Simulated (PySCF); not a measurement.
## Two structures, one formula

The two ends of one reaction step of SiH₂SF₂, closed shell (PBE0-D4/def2-TZVP).

A:

```xyz
6
angstrom
Si 0.5207 -1.4267 -0.1893
F -0.7548 -1.1982 0.7859
F -0.1911 -1.1590 -1.6184
H 0.7628 1.4006 1.2788
S 0.9106 1.3918 -0.0561
H -0.4111 1.5124 -0.2636
```

B:

Si1  (0.270, -0.388, 0.080)
F2  (-0.993, -1.095, 0.724)
F3  (0.987, -1.435, -0.865)
H4  (1.170, -0.024, 1.185)
S5  (-0.293, 1.218, -1.160)
H6  (-0.833, 1.894, -0.129)
(Å)

PySCF 2.14 with density fitting (its default auxiliary sets; JK sets also for MP2 and CCSD(T)); basis: def2-TZVPP; cores frozen in the correlated methods. B3LYP uses VWN-RPA correlation.

(1) Which structure is lower at CCSD(T), and by how much? (To be estimated.)

T1 diagnostic: at most 0.014.

## Answers

(1) The calculation gives: B, by 43.96 kcal/mol (electronic energy, against the other). By their contacts, A is a complex of SiF₂ + H₂S and B is SiH₂SF₂ ([F][SiH]([F])[SH]).

All methods give the same order:

```tsv
method	E(B) − E(A) (kcal/mol)
SPW92	-40.89
PBE-D4	-38.96
r2SCAN-D4	-45.93
PBE0-D4	-43.65
B3LYP-D4	-40.17
BHLYP-D4	-45.02
wB97M-V	-40.39
HF	-48.88
MP2	-47.16
CCSD	-44.49
CCSD(T)	-43.96
```

Labels in which every atom is bracketed show which atoms are joined, not bond orders.

For scale, one of the runs: CCSD(T)/def2-TZVPP, 174 basis functions, launched by `OMP_NUM_THREADS=4 python run.py`. The run took 2.2 min on 4 CPU threads of an AMD EPYC 7B13 (shared host), with 1.8 GiB of host memory at its peak.
